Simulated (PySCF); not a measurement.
PySCF job for GaH₂, SMILES [GaH2+], charge +1, PBE-D3(BJ)/def2-TZVPD. Geometry: PBE-D3(BJ)/def2-TZVPD. The spin state was assumed, not searched. The isomer is the one that the SMILES or the coordinates give; other isomers of the formula were not compared.

```python
import numpy as np
from pyscf import gto, scf, dft, df
from pyscf.hessian import thermo

mol = gto.M(
    atom='''
    Ga    0.00000000    0.00000000    0.00000000
    H     0.00000000    0.00000000   -1.53936486
    H     0.00000000    0.00000000    1.53936486
    ''',
    basis='def2-TZVPD',
    charge=1,
    spin=0,
    max_memory=1600,
    verbose=3,
)
mf = dft.RKS(mol, xc='pbe').density_fit(auxbasis='def2-universal-jkfit')
mf.disp = 'd3bj'
mf.grids.level = 3
mf.conv_tol = 1e-11
mf.max_cycle = 100
mf.kernel()

# [left out here: the lines that compute and print the analytic Hessian (its translational invariance restored by hand, since the grid's response is missing), thermochemistry and intensities]
```

Output:

```
converged SCF energy = -1925.43300151488

WARN: DFTD3 does not support analytical Hessian, using finite difference


WARN: Mole.unit (angstrom) is changed to Bohr

Mode                                 0                   1                   2
Irrep
Freq [cm^-1]                      659.0544            659.0544           2007.3564
Reduced mass [au]                   1.0367              1.0367              1.0080
Force const [Dyne/A]                0.2653              0.2653              2.3931
Char temp [K]                     948.2326            948.2326           2888.1389
Normal mode                   x     y     z       x     y     z       x     y     z
       0  Ga                 0.00 -0.02 -0.00    0.02  0.00 -0.00   -0.00 -0.00 -0.00
       1   H                -0.01  0.69  0.00   -0.69 -0.01 -0.00    0.00  0.00 -0.70
       2   H                -0.01  0.69 -0.00   -0.69 -0.01  0.00    0.00  0.00  0.70
Mode                                 3
Irrep
Freq [cm^-1]                     2110.6584
Reduced mass [au]                   1.0367
Force const [Dyne/A]                2.7211
Char temp [K]                    3036.7675
Normal mode                   x     y     z
       0  Ga                -0.00  0.00 -0.02
       1   H                 0.00 -0.00  0.69
       2   H                 0.00 -0.00  0.69
temperature 298.1500 [K]
pressure 101325.00 [Pa]
Rotational constants [GHz] inf 105.78974 105.78974
Symmetry number 2
Zero-point energy (ZPE) 0.01238 [Eh]   32515.240 [J/mol]
                           tot       elec      trans        rot        vib
Entropy [J/mol/K]       201.462      0.000    162.038     36.415      3.009
Cv [J/mol/K]             28.479      0.000     12.472      8.314      7.693
Cp [J/mol/K]             36.793      0.000     20.786      8.314      7.693
Internal energy [J/mol]                      3718.434   2478.956  33201.585
Internal energy [Eh]   -1925.41800  -1925.43300
Enthalpy [J/mol]                             6197.391   2478.956  33201.585
Enthalpy [Eh]          -1925.41705
Gibbs free energy [J/mol]                  -42114.174  -8378.147  32304.488
Gibbs free energy [Eh] -1925.43993
mode   freq/cm-1   IR/(km/mol)
   1      659.05        22.214
   2      659.05        22.214
   3     2007.36         0.000
   4     2110.66         0.705
max |gradient| / (hartree/bohr): 5.561729774984383e-06
APT charges: [ 1.1002 -0.0501 -0.0501]
```

The run converged.
